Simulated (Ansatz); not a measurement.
Species: Cl2Ga, SMILES `[Cl][Ga][Cl]` (charge 0, multiplicity 2).

Give a relaxed geometry from PBE0-D4/def2-TZVP (Ansatz, an electronic-structure program).

the end point of this relaxation (outside a Z-matrix the atoms follow the SMILES, hydrogens last).
Cartesian coordinates (Å) in one orientation:
```xyz
3

Cl    -1.850    -0.405     0.000
Ga    -0.015     0.733     0.000
Cl     1.865    -0.328     0.000
```
